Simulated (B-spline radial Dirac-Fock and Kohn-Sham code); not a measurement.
## Elastic and transport cross sections of bismuth for electrons

Level of theory: relativistic (Dirac) partial waves in the static field of the Dirac-Fock atom with Furness-McCarthy exchange, without polarisation or absorption potentials; a radial atomic solver. σ_tr1 and σ_tr2 weight the cross section with 1 − P₁ and 1 − P₂ of cos θ; "backward" is the share scattered beyond 90°.

| energy (eV) | σ (a₀²) | σ_tr1 (a₀²) | σ_tr2 (a₀²) | σ/σ_tr1 | backward (%) |
| --- | --- | --- | --- | --- | --- |
| 414 | 18.3 | 3.84 | 5.49 | 4.77 | 8.5 |
| 500 | 16.3 | 3.69 | 4.83 | 4.42 | 9.5 |
| 570 | ? | ? | ? | ? | ? |
| 846 | 12.2 | 2.88 | 2.94 | 4.24 | 9.9 |
| 969 | 11.4 | 2.62 | 2.54 | 4.36 | 9.8 |
| 1000 | 11.2 | 2.56 | 2.46 | 4.39 | 9.7 |
| 1060 | 10.9 | 2.44 | 2.31 | 4.47 | 9.6 |
| 1080 | 10.8 | 2.41 | 2.27 | 4.50 | 9.6 |
| 1500 | 9.26 | 1.80 | 1.62 | 5.15 | 8.6 |
| 1560 | 9.08 | 1.73 | 1.56 | 5.25 | 8.4 |
| 1850 | 8.37 | 1.46 | 1.34 | 5.75 | 7.7 |
| 2000 | 8.05 | 1.34 | 1.25 | 6.01 | 7.3 |
| 2050 | 7.96 | 1.30 | 1.22 | 6.10 | 7.1 |

Question: Fill in the row for 570 eV.

Answer: σ = 15.1 a₀², σ_tr1 = 3.53 a₀², σ_tr2 = 4.34 a₀², σ/σ_tr1 = 4.27, backward 9.9 %. The ratio σ/σ_tr1 is roughly the number of elastic collisions that randomise the direction.

Values without a named source are computed, but for edge energies of neutral atoms, which are taken from tables.
